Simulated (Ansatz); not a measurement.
Relaxation of ClGe₂H₇N (11 atoms, charge 0, multiplicity 2), to a largest force component of 0.03 eV/Å in at most 50 steps.

The calculation used UKS PBE/def2-SVP in Ansatz 0.2.0.

```xyz
11
Properties=species:S:1:pos:R:3:forces:R:3
Ge 0.049 0.019 0.045 0.08 -0.08 0.13
Cl 0.324 -0.533 2.176 -0.05 0.07 -0.24
Ge 2.298 0.021 -0.902 0.01 0.03 -0.03
H 2.917 -1.394 -0.781 -0.02 0.01 0.01
H 2.235 0.427 -2.400 0.01 0.00 0.01
H 3.174 1.040 -0.131 -0.01 -0.01 -0.01
H -0.646 1.410 -0.008 0.01 -0.04 0.06
H -0.882 -1.061 -0.574 -0.01 0.02 0.03
N 0.195 -0.246 5.094 -0.05 0.13 0.00
H -0.815 -0.457 4.916 0.03 0.00 0.01
H 0.208 0.774 4.848 0.01 -0.13 0.04
```

Task: Where does it end, and by what steps?

Result: It converged. The force dipped under the threshold on the way, but the program's further checks kept it going. After 41 steps the energy has fallen by 0.048 eV; N9 moved furthest, 1.04 Å.

| step | energy less start (eV) | largest force component (eV/Å) | accepted |
| --- | --- | --- | --- |
| 0 | 0.0000 | 0.239 | yes |
| 2 | -0.0002 | 0.531 | no |
| 4 | -0.0102 | 0.068 | yes |
| 6 | -0.0118 | 0.042 | yes |
| 8 | -0.0100 | 0.612 | no |
| 10 | -0.0174 | 0.120 | yes |
| 12 | -0.0213 | 0.173 | yes |
| 14 | -0.0238 | 0.070 | yes |
| 16 | -0.0099 | 1.039 | no |
| 18 | -0.0267 | 0.296 | no |
| 20 | -0.0292 | 0.054 | yes |
| 22 | -0.0301 | 0.293 | yes |
| 24 | -0.0325 | 0.037 | yes |
| 26 | -0.0305 | 0.087 | no |
| 28 | -0.0341 | 0.208 | yes |
| 30 | -0.0373 | 0.089 | yes |
| 32 | -0.0348 | 0.176 | no |
| 34 | -0.0399 | 0.261 | yes |
| 36 | -0.0440 | 0.028 | yes |
| 38 | -0.0440 | 0.141 | yes |
| 40 | -0.0463 | 0.088 | yes |
| 41 | -0.0478 | 0.017 | yes |

```xyz
11
Properties=species:S:1:pos:R:3
Ge 0.211 -0.131 0.198
Cl 0.679 -1.250 2.044
Ge 2.317 0.094 -1.014
H 2.910 -1.315 -1.255
H 2.067 0.792 -2.377
H 3.302 0.941 -0.172
H -0.406 1.217 0.657
H -0.854 -0.976 -0.550
N -0.358 0.630 5.074
H -0.851 -0.203 5.474
H 0.040 0.202 4.204
```

The run took 64 s on 4 threads of Intel(R) Xeon(R) Platinum 8488C (Sapphire Rapids), with other jobs on the host, peak memory 0.25 GiB.
